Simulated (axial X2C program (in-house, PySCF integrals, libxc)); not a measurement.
# Nuclear properties of WH⁺

Calculated with an in-house all-electron X2C program for linear molecules (integrals from PySCF): two-component X2C with atomic mean-field Coulomb and Gaunt terms, Gaussian nuclei, basis W dyall-cv3z, H dyall-v3z with contracted cores.

R = 1.688 Å (near the PBE0 minimum at charge 1 of the determinant lowest at the starting distance; the state shown can have its own minimum elsewhere).

Determinant lowest in the PBE0 search, Ω = 1 (⟨Sz⟩ = 1.97, ⟨Lz⟩ = -0.97 at PBE0), spin on the atoms W 2.02, H -0.05:

| level | Eeff magnitude (GV/cm) | Ws magnitude W (kHz) | A∥/gI W (MHz) | qzz W (a.u.) | A∥/gI H (MHz) | qzz H (a.u.) |
| --- | --- | --- | --- | --- | --- | --- |
| PBE0 | 8.07 | 7.62 | 4810 | 0.77 | -16.3 | 0.10 |
| HF | 2.7 | 2.38 | 4080 | -0.70 | -30.2 | 0.11 |
| r2SCAN | 10.2 | 9.98 | 5500 | 1.00 | -16.3 | 0.10 |
| LDA | 10.6 | 9.9 | 5010 | 1.31 | -11.3 | 0.10 |
| BHandHLYP | 6.31 | 5.79 | 4460 | 0.30 | -15.2 | 0.10 |

Determinant 0.27 eV from it at PBE0 and this distance, Ω = 2 (⟨Sz⟩ = 1.97, ⟨Lz⟩ = 0.03 at PBE0), spin on the atoms W 2.04, H -0.07:

```json
{"level": "PBE0", "Eeff magnitude (GV/cm)": "0.85", "Ws magnitude W (kHz)": "0.666", "A∥/gI W (MHz)": "-759", "qzz W (a.u.)": "-0.17", "A∥/gI H (MHz)": "-6.62", "qzz H (a.u.)": "0.11"}
{"level": "HF", "Eeff magnitude (GV/cm)": "5.14", "Ws magnitude W (kHz)": "2.2", "A∥/gI W (MHz)": "-1410", "qzz W (a.u.)": "0.90", "A∥/gI H (MHz)": "-10.3", "qzz H (a.u.)": "0.13"}
{"level": "r2SCAN", "Eeff magnitude (GV/cm)": "1.76", "Ws magnitude W (kHz)": "0.429", "A∥/gI W (MHz)": "-190", "qzz W (a.u.)": "-0.04", "A∥/gI H (MHz)": "-9.03", "qzz H (a.u.)": "0.11"}
{"level": "LDA", "Eeff magnitude (GV/cm)": "2.92", "Ws magnitude W (kHz)": "1.62", "A∥/gI W (MHz)": "-499", "qzz W (a.u.)": "-0.70", "A∥/gI H (MHz)": "-4.36", "qzz H (a.u.)": "0.11"}
{"level": "BHandHLYP", "Eeff magnitude (GV/cm)": "1.02", "Ws magnitude W (kHz)": "0.79", "A∥/gI W (MHz)": "-1080", "qzz W (a.u.)": "0.42", "A∥/gI H (MHz)": "-4.45", "qzz H (a.u.)": "0.12"}
```

Eeff is the effective electric field on the electron electric dipole moment in this Ω state and Ws the scalar–pseudoscalar constant of the nucleus named (defined with the proton number Z and per Ω); A∥ (defined per Ω) follows by multiplying with gI = μI/(I μN); qzz is the electric field gradient, eQq0 = 234.96 MHz × Q/barn × qzz. The operators were transformed with the bare-nucleus X2C matrices; with these basis sets, hyperfine constants and field gradients can be off by tens of per cent, and where levels differ in sign neither size nor sign is settled.

(1) With gI(183W) = 0.2356 (g factors from the IAEA table of nuclear moments by Stone), turn the PBE0 values of the first state into constants in MHz.

Each state is one determinant with collinear spin, which with several unpaired electrons need not be a pure state. Unrestricted Hartree–Fock can overshoot spin polarisation at the nuclei. In the state Ω = 2 the sign of Eeff differs between levels (HF, r2SCAN against PBE0). With several open shells hyperfine constants can be off by a factor of several. Where Eeff spreads by more than a factor of two the levels disagree and none is to be relied on. Open-shell Ω = 0 determinants with evenly filled partner blocks cannot be reached by this program, so the Ω shown need not be the lowest component. States lie within half an eV, so the first need not be the ground state. The sign of Ws at W differs between levels in the second state. Further determinants of the search, some of them spin-mixed, are not shown. Where a field gradient or hyperfine factor spreads by more than a factor of two over the levels, a constant derived from it is not to be relied on. PBE0 term energies can be off by some tenths of an eV.

Answers

(1) A∥(183W) = 4810 × 0.2356 = 1130 MHz.
